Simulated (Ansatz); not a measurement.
Ansatz (a program for electronic structure) job for C₂H₇ClOSi₂, SMILES C=C(O[SiH2]Cl)[SiH3], B3LYP-D3(BJ)/def2-SVP. 

Ansatz 0.2 input:
```yaml
crystal:
  periodic: [false, false, false]
  atoms:
    - {symbol: C, position_ang: [-1.08415412, 0.36324257, 1.57429924]}
    - {symbol: C, position_ang: [-1.10245014, -0.32773789, 0.44427949]}
    - {symbol: Si, position_ang: [-2.62079896, -1.01115557, -0.45474395]}
    - {symbol: O, position_ang: [0.03205960, -0.64771859, -0.24809876]}
    - {symbol: Si, position_ang: [1.61256117, -0.33620949, -0.10964136]}
    - {symbol: Cl, position_ang: [1.99034761, 1.64071293, -0.24486860]}
    - {symbol: H, position_ang: [-0.16853181, 0.72211339, 2.01811877]}
    - {symbol: H, position_ang: [-2.00122136, 0.59032336, 2.08498322]}
    - {symbol: H, position_ang: [-2.45805103, -2.46120978, -0.57427115]}
    - {symbol: H, position_ang: [-3.81425142, -0.67831824, 0.32275888]}
    - {symbol: H, position_ang: [-2.67761598, -0.40793975, -1.78696187]}
    - {symbol: H, position_ang: [2.16470265, -0.79503341, 1.16009005]}
    - {symbol: H, position_ang: [2.09753756, -1.03022377, -1.28723962]}
basis:
  gaussian:
    orbitals: def2-SVP
hamiltonian:
  xc: b3lyp
  dispersion: d3bj
relax: {f_tol: 0.002, max_steps: 200}
```

Log of the run:

```
WARN ansatz: RAYON_NUM_THREADS=1 ignored (pool sized by the plan → 1); use --threads N
Functional definition: B3LYP
integrals: 0.10 GiB planned
1368 factors; integrals over basis functions are off by at most 6.4e-4 eV
mean field: 0.72 GiB planned
mean field evaluation 1: about -32497.8090 eV, gradient 5.1e1 eV
mean field evaluation 2: about -32493.0569 eV, gradient 7.0e1 eV
mean field evaluation 4: about -32503.5892 eV, gradient 5.3e0 eV
mean field evaluation 8: about -32503.6660 eV, gradient 6.3e-2 eV
mean field evaluation 16: about -32503.6660 eV, gradient 2.2e-5 eV
mean field -32503.66598907 eV, -1194.4876933223 hartree, gradient 2.2e-5 eV, S^2 0.000000; 0 other end points of the search recorded, 0 dependent functions left out
the calculation of the forces begins
reference -32503.66629625 eV, -1194.4877046110 hartree; 36, 36 occupied and 95, 95 virtual orbitals, 1368 factors
relax step   1: F+E_penalty+E_count = -32504.30091538 eV  Δ(F+E_penalty+E_count) = +0.000e0 eV  max|allowed force component| = 1.431e0 eV/Å  Δτ_max = 0.0000 Å  (26 SCF iters, accepted)
these checks for a lower state are left out or cut short: starts, cluster_reference, orbital_swaps, neighbouring_geometries, increment
integrals: 0.10 GiB planned
1368 factors; integrals over basis functions are off by at most 7.0e-4 eV
mean field: 0.72 GiB planned
[...]
the calculation of the forces begins
reference -32503.85374078 eV, -1194.4945930702 hartree; 36, 36 occupied and 95, 95 virtual orbitals, 1368 factors
relax step   9: F+E_penalty+E_count = -32504.48576054 eV  Δ(F+E_penalty+E_count) = -2.415e-3 eV  max|allowed force component| = 1.104e-1 eV/Å  Δτ_max = 0.0456 Å  (27 SCF iters, accepted)
these checks for a lower state are left out or cut short: starts, cluster_reference, orbital_swaps, neighbouring_geometries, increment
integrals: 0.10 GiB planned
1368 factors; integrals over basis functions are off by at most 7.2e-4 eV
mean field: 0.72 GiB planned
mean field evaluation 64: about -32503.8537 eV, gradient 2.4e-5 eV
mean field -32503.85370100 eV, -1194.4945916083 hartree, gradient 8.9e-5 eV, S^2 0.000000; 0 other end points of the search recorded, 0 dependent functions left out
the calculation of the forces begins
reference -32503.85401253 eV, -1194.4946030570 hartree; 36, 36 occupied and 95, 95 virtual orbitals, 1368 factors
relax step  10: F+E_penalty+E_count = -32504.48694823 eV  Δ(F+E_penalty+E_count) = -1.188e-3 eV  max|allowed force component| = 7.422e-2 eV/Å  Δτ_max = 0.0621 Å  (26 SCF iters, accepted)
these checks for a lower state are left out or cut short: starts, cluster_reference, orbital_swaps, neighbouring_geometries, increment
integrals: 0.10 GiB planned
1368 factors; integrals over basis functions are off by at most 7.1e-4 eV
mean field: 0.72 GiB planned
mean field -32503.85514459 eV, -1194.4946446592 hartree, gradient 8.7e-5 eV, S^2 0.000000; 0 other end points of the search recorded, 0 dependent functions left out
the calculation of the forces begins
reference -32503.85545553 eV, -1194.4946560862 hartree; 36, 36 occupied and 95, 95 virtual orbitals, 1368 factors
relax step  11: F+E_penalty+E_count = -32504.48823321 eV  Δ(F+E_penalty+E_count) = -1.285e-3 eV  max|allowed force component| = 6.634e-2 eV/Å  Δτ_max = 0.0410 Å  (27 SCF iters, accepted)
these checks for a lower state are left out or cut short: starts, cluster_reference, orbital_swaps, neighbouring_geometries, increment
integrals: 0.10 GiB planned
1368 factors; integrals over basis functions are off by at most 7.1e-4 eV
mean field: 0.72 GiB planned
mean field -32503.85666526 eV, -1194.4947005428 hartree, gradient 9.2e-6 eV, S^2 0.000000; 0 other end points of the search recorded, 0 dependent functions left out
the calculation of the forces begins
reference -32503.85697520 eV, -1194.4947119332 hartree; 36, 36 occupied and 95, 95 virtual orbitals, 1368 factors
relax step  12: F+E_penalty+E_count = -32504.48923139 eV  Δ(F+E_penalty+E_count) = -9.982e-4 eV  max|allowed force component| = 7.040e-2 eV/Å  Δτ_max = 0.0669 Å  (29 SCF iters, accepted)
these checks for a lower state are left out or cut short: starts, cluster_reference, orbital_swaps, neighbouring_geometries, increment
integrals: 0.10 GiB planned
1368 factors; integrals over basis functions are off by at most 7.0e-4 eV
mean field: 0.72 GiB planned
mean field -32503.85711541 eV, -1194.4947170856 hartree, gradient 8.7e-5 eV, S^2 0.000000; 0 other end points of the search recorded, 0 dependent functions left out
the calculation of the forces begins
reference -32503.85742477 eV, -1194.4947284546 hartree; 36, 36 occupied and 95, 95 virtual orbitals, 1368 factors
relax step  13: F+E_penalty+E_count = -32504.48965695 eV  Δ(F+E_penalty+E_count) = -4.256e-4 eV  max|allowed force component| = 5.119e-2 eV/Å  Δτ_max = 0.0342 Å  (27 SCF iters, accepted)
these checks for a lower state are left out or cut short: starts, cluster_reference, orbital_swaps, neighbouring_geometries, increment
integrals: 0.10 GiB planned
1368 factors; integrals over basis functions are off by at most 7.0e-4 eV
mean field: 0.72 GiB planned
mean field -32503.85751738 eV, -1194.4947318576 hartree, gradient 8.8e-5 eV, S^2 0.000000; 0 other end points of the search recorded, 0 dependent functions left out
the calculation of the forces begins
reference -32503.85782590 eV, -1194.4947431955 hartree; 36, 36 occupied and 95, 95 virtual orbitals, 1368 factors
relax step  14: F+E_penalty+E_count = -32504.49003100 eV  Δ(F+E_penalty+E_count) = -3.741e-4 eV  max|allowed force component| = 4.037e-2 eV/Å  Δτ_max = 0.0488 Å  (27 SCF iters, accepted)
these checks for a lower state are left out or cut short: starts, cluster_reference, orbital_swaps, neighbouring_geometries, increment
integrals: 0.10 GiB planned
1368 factors; integrals over basis functions are off by at most 7.0e-4 eV
mean field: 0.72 GiB planned
mean field -32503.85757326 eV, -1194.4947339113 hartree, gradient 1.7e-5 eV, S^2 0.000000; 0 other end points of the search recorded, 0 dependent functions left out
the calculation of the forces begins
reference -32503.85788143 eV, -1194.4947452364 hartree; 36, 36 occupied and 95, 95 virtual orbitals, 1368 factors
relax step  15: F+E_penalty+E_count = -32504.49011484 eV  Δ(F+E_penalty+E_count) = -8.384e-5 eV  max|allowed force component| = 2.700e-2 eV/Å  Δτ_max = 0.0163 Å  (24 SCF iters, accepted)
these checks for a lower state are left out or cut short: starts, cluster_reference, orbital_swaps, neighbouring_geometries, increment
integrals: 0.10 GiB planned
1368 factors; integrals over basis functions are off by at most 7.0e-4 eV
mean field: 0.72 GiB planned
mean field evaluation 96: about -32503.8577 eV, gradient 8.1e-5 eV
mean field -32503.85767298 eV, -1194.4947375759 hartree, gradient 1.1e-5 eV, S^2 0.000000; 0 other end points of the search recorded, 0 dependent functions left out
the calculation of the forces begins
reference -32503.85798109 eV, -1194.4947488990 hartree; 36, 36 occupied and 95, 95 virtual orbitals, 1368 factors
relax step  16: F+E_penalty+E_count = -32504.49013290 eV  Δ(F+E_penalty+E_count) = -1.806e-5 eV  max|allowed force component| = 1.748e-2 eV/Å  Δτ_max = 0.0035 Å  (24 SCF iters, accepted)
these checks for a lower state are left out or cut short: starts, cluster_reference, orbital_swaps, neighbouring_geometries, increment
integrals: 0.10 GiB planned
1368 factors; integrals over basis functions are off by at most 7.0e-4 eV
mean field: 0.72 GiB planned
mean field -32503.85771429 eV, -1194.4947390942 hartree, gradient 2.7e-5 eV, S^2 0.000000; 0 other end points of the search recorded, 0 dependent functions left out
the calculation of the forces begins
reference -32503.85802246 eV, -1194.4947504192 hartree; 36, 36 occupied and 95, 95 virtual orbitals, 1368 factors
relax step  17: F+E_penalty+E_count = -32504.49010445 eV  Δ(F+E_penalty+E_count) = +2.846e-5 eV  max|allowed force component| = 3.467e-2 eV/Å  Δτ_max = 0.0035 Å  (23 SCF iters, rejected (line search))
these checks for a lower state are left out or cut short: starts, cluster_reference, orbital_swaps, neighbouring_geometries, increment
integrals: 0.10 GiB planned
1368 factors; integrals over basis functions are off by at most 7.0e-4 eV
mean field: 0.72 GiB planned
mean field -32503.85774401 eV, -1194.4947401862 hartree, gradient 4.7e-5 eV, S^2 0.000000; 0 other end points of the search recorded, 0 dependent functions left out
the calculation of the forces begins
reference -32503.85805215 eV, -1194.4947515101 hartree; 36, 36 occupied and 95, 95 virtual orbitals, 1368 factors
relax step  18: F+E_penalty+E_count = -32504.49015897 eV  Δ(F+E_penalty+E_count) = -2.606e-5 eV  max|allowed force component| = 4.201e-3 eV/Å  Δτ_max = 0.0017 Å  (21 SCF iters, accepted)
these checks for a lower state are left out or cut short: starts, cluster_reference, orbital_swaps, neighbouring_geometries, increment
integrals: 0.10 GiB planned
1368 factors; integrals over basis functions are off by at most 7.0e-4 eV
mean field: 0.72 GiB planned
mean field -32503.85774284 eV, -1194.4947401431 hartree, gradient 5.8e-5 eV, S^2 0.000000; 0 other end points of the search recorded, 0 dependent functions left out
the calculation of the forces begins
reference -32503.85805104 eV, -1194.4947514696 hartree; 36, 36 occupied and 95, 95 virtual orbitals, 1368 factors
relax step  19: F+E_penalty+E_count = -32504.49016267 eV  Δ(F+E_penalty+E_count) = -3.706e-6 eV  max|allowed force component| = 2.821e-3 eV/Å  Δτ_max = 0.0038 Å  (21 SCF iters, accepted)
these checks for a lower state are left out or cut short: starts, cluster_reference, orbital_swaps, neighbouring_geometries, increment
integrals: 0.10 GiB planned
1368 factors; integrals over basis functions are off by at most 7.0e-4 eV
mean field: 0.72 GiB planned
mean field -32503.85775722 eV, -1194.4947406716 hartree, gradient 2.2e-5 eV, S^2 0.000000; 0 other end points of the search recorded, 0 dependent functions left out
the calculation of the forces begins
reference -32503.85806545 eV, -1194.4947519989 hartree; 36, 36 occupied and 95, 95 virtual orbitals, 1368 factors
relax step  20: F+E_penalty+E_count = -32504.49016371 eV  Δ(F+E_penalty+E_count) = -1.040e-6 eV  max|allowed force component| = 1.164e-3 eV/Å  Δτ_max = 0.0013 Å  (20 SCF iters, accepted)
integrals: 0.10 GiB planned
1368 factors; integrals over basis functions are off by at most 7.0e-4 eV
mean field: 0.72 GiB planned
mean field evaluation 128: about -32503.8577 eV, gradient 6.4e-2 eV
mean field -32503.85775722 eV, -1194.4947406716 hartree, gradient 2.2e-5 eV, S^2 0.000000; 1 other end points of the search recorded, 0 dependent functions left out
the calculation of the forces begins
reference -32503.85806545 eV, -1194.4947519989 hartree; 36, 36 occupied and 95, 95 virtual orbitals, 1368 factors
Total energy: -32504.49047194 eV, -1194.5179925090 hartree
Atom 0 at    -1.070058     0.484679     1.439900 Å, force    -0.000304     0.000466     0.000508 eV/Å
Atom 1 at    -1.100888    -0.231835     0.306045 Å, force     0.000630     0.000730     0.001164 eV/Å
Atom 2 at    -2.643533    -1.077483    -0.383598 Å, force    -0.000098    -0.000566    -0.000549 eV/Å
Atom 3 at    -0.002573    -0.430291    -0.502383 Å, force    -0.001125    -0.000215    -0.000100 eV/Å
Atom 4 at     1.619473    -0.365637    -0.118715 Å, force     0.000713     0.000871     0.000850 eV/Å
Atom 5 at     2.248771     1.586115     0.205961 Å, force     0.000041    -0.000626    -0.000205 eV/Å
Atom 6 at    -0.168111     0.992456     1.794772 Å, force    -0.000148    -0.000641    -0.000384 eV/Å
Atom 7 at    -1.977805     0.597568     2.035134 Å, force     0.000073    -0.000119    -0.000533 eV/Å
Atom 8 at    -2.404289    -2.545579    -0.487071 Å, force    -0.000153     0.000257     0.000193 eV/Å
Atom 9 at    -3.789950    -0.812732     0.530022 Å, force     0.000019    -0.000001    -0.000057 eV/Å
Atom 10 at    -2.941265    -0.547432    -1.744012 Å, force     0.000077    -0.000094    -0.000097 eV/Å
Atom 11 at     1.872710    -1.133827     1.124574 Å, force     0.000104    -0.000017    -0.000347 eV/Å
Atom 12 at     2.327652    -0.895156    -1.301925 Å, force     0.000170    -0.000046    -0.000444 eV/Å
Dipole moment:    -0.006851    -0.187835     0.111102 e Å
```

Self-consistency was reached.

Cost: around 2.7 core-minutes (rough).
